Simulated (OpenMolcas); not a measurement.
# OpenMolcas run: Al III

Input:

```
&GATEWAY
Coord
1

Al 0.0 0.0 0.0
Basis=ANO-L-VDZP
Group=XYZ
NoMove
AngMom=0.0 0.0 0.0
AMFI
&SEWARD
* reference wave functions (RASSCF and RASSI steps not shown): 1 electron in 4 orbitals (3s 3p)
>>> COPY JOB001 $Project.JobIph
&CASPT2
Multistate=1 1
Frozen=1 0
IPEA=0.4
Sig2=0.3
MaxIter=60
WThr=0.0 0.3 0.05
PrWF=0.5
NoMix
>>> COPY JOB002 $Project.JobIph
&CASPT2
Multistate=3 1 2 3
Frozen=1 0
IPEA=0.4
Sig2=0.3
MaxIter=60
WThr=0.0 0.3 0.05
PrWF=0.5
NoMix
```

Launched by
```bash
OMP_NUM_THREADS=1 MOLCAS_MEM=2252 MOLCAS_PROJECT=a pymolcas a.inp > a.log  # once for each step of the input, in one work folder
```

Output, cut to the results:

```
--- CASPT2 ---
Orbital specifications:
      -----------------------

      Symmetry species                           1   2
                                                ag  au
      Frozen orbitals                            1   0
      Inactive orbitals                          1   3
      Active orbitals                            1   3
      Secondary orbitals                         6   3
      Deleted orbitals                           0   0
      Number of basis functions                  9   9
Type of calculation                        SS-CASPT2
      Fock operator                              state-specific
      IPEA shift                                 0.40
      Real shift                                 0.00
      Imaginary shift                            0.00
      Sigma^2 regularizer                        0.30
      The input orbitals will be transformed to quasi-canonical
Reference energy:        -241.0292417462
      E2 (Non-variational):      -0.0026663244
      Shift correction:           0.0000000007
      E2 (Variational):          -0.0026663237
      Total energy:            -241.0319080699
      Residual norm:              0.0000001163
      Reference weight:           0.99960
      Contributions to the CASPT2 correlation energy
      Active & Virtual Only:         -0.0000000000
      One Inactive Excited:          -0.0005469402
      Two Inactive Excited:          -0.0021193842
::    CASPT2 Root  1     Total energy:   -241.03190807
--- CASPT2 ---
Orbital specifications:
      -----------------------

      Symmetry species                           1   2
                                                ag  au
      Frozen orbitals                            1   0
      Inactive orbitals                          1   3
      Active orbitals                            1   3
      Secondary orbitals                         6   3
      Deleted orbitals                           0   0
      Number of basis functions                  9   9
Type of calculation                        MS-CASPT2
      Fock operator                              state-specific
      IPEA shift                                 0.40
      Real shift                                 0.00
      Imaginary shift                            0.00
      Sigma^2 regularizer                        0.30
      The input orbitals will be transformed to quasi-canonical
Reference energy:        -240.7856244029
      E2 (Non-variational):      -0.0023165214
      Shift correction:          -0.0000000003
      E2 (Variational):          -0.0023165216
      Total energy:            -240.7879409245
      Residual norm:              0.0000000556
      Reference weight:           0.99968
      Contributions to the CASPT2 correlation energy
      Active & Virtual Only:         -0.0000000000
      One Inactive Excited:          -0.0002836222
      Two Inactive Excited:          -0.0020328992
Reference energy:        -240.7856244029
      E2 (Non-variational):      -0.0023165214
      Shift correction:          -0.0000000003
      E2 (Variational):          -0.0023165216
      Total energy:            -240.7879409245
      Residual norm:              0.0000000556
      Reference weight:           0.99968
      Contributions to the CASPT2 correlation energy
      Active & Virtual Only:         -0.0000000000
      One Inactive Excited:          -0.0002836222
      Two Inactive Excited:          -0.0020328992
::    CASPT2 Root  1     Total energy:   -240.78794092
::    CASPT2 Root  2     Total energy:   -240.78794092
::    CASPT2 Root  3     Total energy:   -240.78794092
::    MS-CASPT2 Root  1     Total energy:   -240.78794092
::    MS-CASPT2 Root  2     Total energy:   -240.78794092
::    MS-CASPT2 Root  3     Total energy:   -240.78794092
```

Levels above the lowest, from the spin-orbit matrix with the single-state CASPT2 energies, averaged by term, on its diagonal:

```json
{"Configuration": "3s", "Term": "²S", "J": "1/2", "E (cm⁻¹)": "0.0", "Measured (cm⁻¹)": "0.0", "g": "2.002", "Term weight %": "100"}
{"Configuration": "3p", "Term": "²P°", "J": "1/2", "E (cm⁻¹)": "53444", "Measured (cm⁻¹)": "53683", "g": "0.666", "Term weight %": "100"}
{"Configuration": "3p", "Term": "²P°", "J": "3/2", "E (cm⁻¹)": "53595", "Measured (cm⁻¹)": "53917", "g": "1.334", "Term weight %": "100"}
```

Against the 2 measured excited levels shown (NIST levels in Kelleher and Podobedova, J. Phys. Chem. Ref. Data 37, 709 (2008)) the mean absolute deviation is 280 cm-1; the largest miss in energy is 3p ²P°_3/2: computed 53595, measured 53917 cm⁻¹ (-0.6 %).

With one active electron, CASPT2 adds the correlation within the correlated inactive shells and between them and that electron, and leaves the splitting within a term as the reference gives it. Measured partners are found by configuration, term and J. A level has none where our copy of the source lacks it or the pairing is in doubt (some pairs that miss far off the trend of their configuration count as doubtful), and it then counts in no deviation. Only configurations of the active space appear.

The term weight is that of the spin-free term in the level, not the purity of its configuration. ° marks odd parity.
